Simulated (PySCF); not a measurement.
# input.py for ZnSb

File input.py (PySCF 2.14):

```python
from pyscf import gto, dft

mol = gto.M(
    atom='Zn 0 0 0; Sb 0 0 2.427',
    basis='lanl2dz',
    ecp={'Zn': 'lanl2dz', 'Sb': 'lanl2dz'},
    charge=0,
    spin=3,
    symmetry=True,
    verbose=4,
)
mf = dft.UKS(mol, xc='hf,lyp')
mf.kernel()
mf.mulliken_pop()
mf.dip_moment()
print('orbital energies (hartree):', [e[max(0, n-3):n+3].round(4) for e, n in zip(mf.mo_energy, mol.nelec)])
```

```bash
$ OMP_NUM_THREADS=1 python input.py
```

Output (some set-up lines and the per-cycle HOMO/LUMO lines with their warnings removed):

```
PySCF version 2.14.0

[INPUT] verbose = 4
[INPUT] num. atoms = 2
[INPUT] num. electrons = 17
[INPUT] charge = 0
[INPUT] spin (= nelec alpha-beta = 2S) = 3
[INPUT] symmetry True subgroup None
[INPUT] Mole.unit = angstrom
[INPUT] Symbol           X                Y                Z      unit          X                Y                Z       unit  Magmom
[INPUT]  1 Zn     0.000000000000   0.000000000000   0.000000000000 AA    0.000000000000   0.000000000000   0.000000000000 Bohr   0.0
[INPUT]  2 Sb     0.000000000000   0.000000000000   2.427000000000 AA    0.000000000000   0.000000000000   4.586365304319 Bohr   0.0

nuclear repulsion = 13.0822549053152
point group symmetry = Coov
symmetry origin: [0.         0.         2.88771149]
symmetry axis x: [1. 0. 0.]
symmetry axis y: [0. 1. 0.]
symmetry axis z: [0. 0. 1.]
num. orbitals of irrep A1 = 10
num. orbitals of irrep E1x = 6
num. orbitals of irrep E1y = 6
num. orbitals of irrep E2x = 2
num. orbitals of irrep E2y = 2
number of shells = 10
number of NR pGTOs = 46
number of NR cGTOs = 26
basis = lanl2dz
ecp = {'Zn': 'lanl2dz', 'Sb': 'lanl2dz'}

******** <class 'pyscf.dft.uks_symm.SymAdaptedUKS'> ********
method = SymAdaptedUKS
initial guess = minao
damping factor = 0
level_shift factor = 0
DIIS = <class 'pyscf.scf.diis.CDIIS'>
diis_start_cycle = 1
diis_space = 8
diis_damp = 0
SCF conv_tol = 1e-09
SCF conv_tol_grad = None
SCF max_cycles = 50
direct_scf = True
direct_scf_tol = 1e-13
number electrons alpha = 10  beta = 7
XC library pyscf.dft.libxc version 7.0.0
    S. Lehtola, C. Steigemann, M. J.T. Oliveira, and M. A.L. Marques.,  SoftwareX 7, 1–5 (2018)
XC functionals = hf,lyp
    C. Lee, W. Yang, and R. G. Parr.,  Phys. Rev. B 37, 785 (1988)
    B. Miehlich, A. Savin, H. Stoll, and H. Preuss.,  Chem. Phys. Lett. 157, 200 (1989)
radial grids:
    Treutler-Ahlrichs [JCP 102, 346 (1995); DOI:10.1063/1.469408] (M4) radial grids

becke partition: Becke, JCP 88, 2547 (1988); DOI:10.1063/1.454033
pruning grids: <function nwchem_prune>
grids dens level: 3
symmetrized grids: True
atomic radii adjust function: <function treutler_atomic_radii_adjust>
small_rho_cutoff = 0
Freeze 0 electrons in irreps []
    17 free electrons in irreps A1 E1x E1y E2x E2y
Set gradient conv threshold to 3.16228e-05
tot grids = 42600
init E= -59.529922248236

cycle= 1 E= -28.7225556029046  delta_E= 30.8  |g|=  2.6  |ddm|= 7.31

cycle= 2 E= -52.0582057327316  delta_E= -23.3  |g|=  2.7  |ddm|= 7.73
cycle= 3 E= -66.3595367839612  delta_E= -14.3  |g|= 2.53  |ddm|= 3.67
cycle= 4 E= -66.3589772803431  delta_E= 0.00056  |g|= 2.45  |ddm|= 0.523

cycle= 5 E= -66.9131267730345  delta_E= -0.554  |g|= 2.33  |ddm|= 0.768

cycle= 6 E= -67.7106608444285  delta_E= -0.798  |g|= 1.95  |ddm|= 0.705
cycle= 7 E= -68.6177386307165  delta_E= -0.907  |g|=  1.1  |ddm|= 0.957
cycle= 8 E= -69.1750501155991  delta_E= -0.557  |g|= 0.155  |ddm|= 1.19
cycle= 9 E= -69.22125015586  delta_E= -0.0462  |g|= 0.175  |ddm|= 0.596
cycle= 10 E= -69.2549875908188  delta_E= -0.0337  |g|= 0.0333  |ddm|= 0.512
cycle= 11 E= -69.2609884526452  delta_E= -0.006  |g|= 0.0175  |ddm|= 0.25
cycle= 12 E= -69.261547554469  delta_E= -0.000559  |g|= 0.00547  |ddm|= 0.086
cycle= 13 E= -69.2617138308431  delta_E= -0.000166  |g|= 0.00217  |ddm|= 0.0378
cycle= 14 E= -69.2617356931088  delta_E= -2.19e-05  |g|= 0.000541  |ddm|= 0.0213
cycle= 15 E= -69.2617376362182  delta_E= -1.94e-06  |g|= 8.64e-05  |ddm|= 0.00645
cycle= 16 E= -69.2617376592268  delta_E= -2.3e-08  |g|= 1.44e-05  |ddm|= 0.00078
cycle= 17 E= -69.2617376596925  delta_E= -4.66e-10  |g|= 3.03e-06  |ddm|= 7.54e-05
Extra cycle  E= -69.2617376597154  delta_E= -2.29e-11  |g|= 1.38e-06  |ddm|= 1.21e-05
converged SCF energy = -69.2617376597154  <S^2> = 3.7642606  2S+1 = 4.007124
 ** Mulliken pop       alpha | beta **
pop of  0 Zn 4s        0.34306 | 0.25932
pop of  0 Zn 5s        0.55017 | 0.28694
pop of  0 Zn 4px       0.03917 | 0.00041
pop of  0 Zn 4py       0.03917 | 0.00041
pop of  0 Zn 4pz       0.30040 | 0.08676
pop of  0 Zn 5px       0.00799 | -0.00013
pop of  0 Zn 5py       0.00799 | -0.00013
pop of  0 Zn 5pz       0.02900 | -0.00480
pop of  0 Zn 3dxy      0.79091 | 0.79243
pop of  0 Zn 3dyz      0.78899 | 0.78879
pop of  0 Zn 3dz^2     0.78386 | 0.78397
pop of  0 Zn 3dxz      0.78899 | 0.78879
[14 lines left out]
In total            10.00000 | 7.00000
 ** Mulliken atomic charges   ( Nelec_alpha | Nelec_beta ) **
charge of  0Zn =      0.06335  (     6.31530      5.62135 )
charge of  1Sb =     -0.06335  (     3.68470      1.37865 )
Dipole moment(X, Y, Z, Debye):  0.00000,  0.00000, -0.86207
orbital energies (hartree): [array([-0.3418, -0.3418, -0.2649,  0.0326,  0.0326,  0.0869]), array([-0.8552, -0.599 , -0.3403, -0.0382, -0.0382, -0.0094])]
```

In short: E(SCF) = -69.261738 Eh, ⟨S²⟩ = 3.764, μz(SCF) = -0.86 D.

Hardware: Arm Neoverse N1, 1 thread, shared host. Wall time 4.2 s, peak memory 0.16 GiB.

The bond length is a typed value, not an optimised one. No search for the lowest solution was made.
